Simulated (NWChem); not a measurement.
# CH4AlClSe; SMILES [CH3][Al]([Cl])[SeH]

```xyz
8

Al    -0.4752    -0.6066    -0.0668
Cl     0.9970    -2.0942    -0.3387
C     -2.3555    -1.0861    -0.0278
H     -2.6420    -1.5783    -0.9719
H     -3.0178    -0.2201     0.1224
H     -2.5467    -1.8097     0.7819
Se     0.3671     1.5327     0.1648
H     -0.9840     2.0999     0.3110
```
Atoms are numbered in this order, from 1.

Results from NWChem. Pople sets run with spherical d functions. Coordinates come from a PBE0/def2-SVP optimisation. Vzz is the largest principal value of the second derivative of the potential at the nucleus (NWChem prints the opposite sign); η is the asymmetry. Non-relativistic.

For level CAM-B3LYP/def2-TZVP:

```yaml
Vzz Al1 (a.u.): 1.043
Vzz Cl2 (a.u.): 1.281
Vzz Se7 (a.u.): 3.606
```

Q: How do the values read with level Hartree-Fock/6-31G* instead?

A: Vzz Al1 (a.u.): 0.852
Vzz Cl2 (a.u.): 1.167
Vzz Se7 (a.u.): 3.465
